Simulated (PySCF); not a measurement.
# Broadened absorption spectrum of C8H4BrF

C8H4BrF.
SMILES: `C#Cc1cc(F)cc(Br)c1`

The calculation used TDDFT PBE0/def2-SVPD, vertical, gas phase, core orbitals frozen in the response in PySCF. Isolated species at its PBE0-D3(BJ)/def2-SVP geometry, gas phase. The PBE0/def2-SVPD calculation is non-relativistic and has no spin–orbit coupling, an omission that weighs most on bromine.

Broadening: Gaussians 0.5 eV wide at half height, area fixed by f = 4.319×10⁻⁹ ∫ε dν̃. The width is an assumption, not a result. The curve ends short of the highest state used, and states not computed would add to its high-energy end.

E (eV), ε (L mol⁻¹ cm⁻¹) and a bar:
```
     4.01          2 
     4.06          6 
     4.11         12 
     4.16         23 
     4.21         44 
     4.26         80 
     4.31        138 
     4.36        226 
     4.41        355 
     4.46        538 #
     4.51        789 #
     4.56       1129 #
     4.61       1588 ##
     4.67       2346 ###
     4.72       3202 ####
     4.77       4303 #####
     4.82       5661 #######
     4.87       7243 #########
     4.92       8954 ###########
     4.97      10638 #############
     5.02      12096 ##############
     5.07      13129 ################
     5.12      13593 ################
     5.17      13443 ################
     5.22      12766 ###############
     5.27      11774 ##############
     5.33      10593 #############
     5.38      10002 ############
     5.43      10067 ############
     5.48      10952 #############
     5.53      12673 ###############
     5.58      15086 ##################
     5.63      17912 #####################
     5.68      20787 #########################
     5.73      23333 ############################
     5.78      25237 ##############################
```

Question: Locate the maxima and give the states behind the curve.

Answer: 242 nm (5.13 eV), ε about 14000, made up of S2 (97%) (ε in L mol⁻¹ cm⁻¹; maxima over ε = 5, shares over 10%). At its high-energy end, 5.78 eV, the curve is still rising (ε about 25000, from S5 and S8). The states used: S1 4.76 eV (f 0.022); S2 5.13 eV (f 0.244); S3 5.27 eV (f 0.0000); S4 5.67 eV (f 0.0004); S5 5.78 eV (f 0.374); S6 5.92 eV (f 0.0000); S7 5.98 eV (f 0.0003); S8 6.04 eV (f 0.180); S9 6.33 eV (f 0.141); S10 6.38 eV (f 0.0000).

Question: On this curve, what absorbance would a 10⁻⁵ mol/L sample give at 266 nm over a 1 cm path?

Answer: 266 nm is 4.661 eV, where ε is about 2200 L mol⁻¹ cm⁻¹, so A = ε c l ≈ 0.022 (Beer–Lambert, with the gas-phase spectrum and the assumed width).

Question: What would ε be at 5.13 eV, the highest of these maxima, with half the width (0.25 eV)?

Answer: About 26400 L mol⁻¹ cm⁻¹ against 13600, a factor of about 1.9; a lone state at its own centre would give exactly 2.

Question: Coming from long wavelengths, where does ε first pass 100 L mol⁻¹ cm⁻¹?

Answer: At about 290 nm (4.28 eV), 0.48 eV below S1.

The vertical ionisation energy (ΔSCF) is 8.97 eV, 2.59 eV above S10.

Time: 8.7 min wall. Hardware: one thread, x86-64 server, no GPU, on a shared host.
